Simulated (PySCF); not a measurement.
# Shapes and spin states of CoCl3

All numbers come from PySCF, PBE0, basis Co def2-TZVP, Cl def2-TZVP (no relativity, density fitting).

Relaxations began from a few typed shapes and spin states; open shells are unrestricted. The search is not exhaustive: other isomers or separated fragments can lie lower, and high-lying points may rest on an excited occupation.

(1) Which is the lowest minimum found?
A. triplet C2v: Co–Cl 2.093 Å (×2), Co–Cl 2.100 Å; Cl–Co–Cl 100.2° (×2), Cl–Co–Cl 159.6°
B. triplet (⟨S²⟩ 2.32) Cs: Co–Cl 2.095 Å, Co–Cl 2.098 Å (×2); Cl–Co–Cl 109.2° (×2), Cl–Co–Cl 140.1°
C. broken-symmetry Ms = 0 (⟨S²⟩ 1.54) Cs: Co–Cl 2.063 Å (×2), Co–Cl 2.072 Å; Cl–Co–Cl 112.1°, Cl–Co–Cl 118.5° (×2)
D. triplet (⟨S²⟩ 2.49) Cs: Co–Cl 2.093 Å (×2), Co–Cl 2.095 Å; Cl–Co–Cl 110.7° (×2), Cl–Co–Cl 137.8°
E. singlet (closed shell, unstable to spin polarisation) C3v: Co–Cl 2.036 Å (×3); Cl–Co–Cl 108.9° (×3)
F. broken-symmetry Ms = 0 (⟨S²⟩ 1.84) D3h: Co–Cl 2.065 Å (×3); Cl–Co–Cl 120.0° (×3)
G. singlet (closed shell, unstable to spin polarisation) C2v: Co–Cl 2.045 Å (×2), Co–Cl 2.098 Å; Cl–Co–Cl 98.5° (×2), Cl–Co–Cl 163.0°
H. quintet D3h: Co–Cl 2.090 Å (×3); Cl–Co–Cl 120.0° (×3)

Results:

(1) H. The others lie at 77.2 (triplet Cs), 78.1 (triplet Cs), 84.0 (triplet C2v), 126.9 (broken-symmetry Ms = 0 D3h), 139.2 (broken-symmetry Ms = 0 Cs), 174.6 (singlet C3v), 237.8 (singlet C2v, a saddle point) kJ/mol above it.

Formally Co is in oxidation state +3, d6, with 4 unpaired electrons (the high-spin count). The Mulliken spin on Co is 2.86. The polar-tensor charge on Co, 1.38, is far below the formal one.

For the lowest minimum: with open d or f shells other occupations or spin states may lie lower.

The electron or spin density has lower symmetry than the nuclear frame for the triplet (⟨S²⟩ 2.49) Cs at 77.2 kJ/mol, broken-symmetry Ms = 0 (⟨S²⟩ 1.84) D3h at 126.9 kJ/mol, broken-symmetry Ms = 0 (⟨S²⟩ 1.54) Cs at 139.2 kJ/mol.
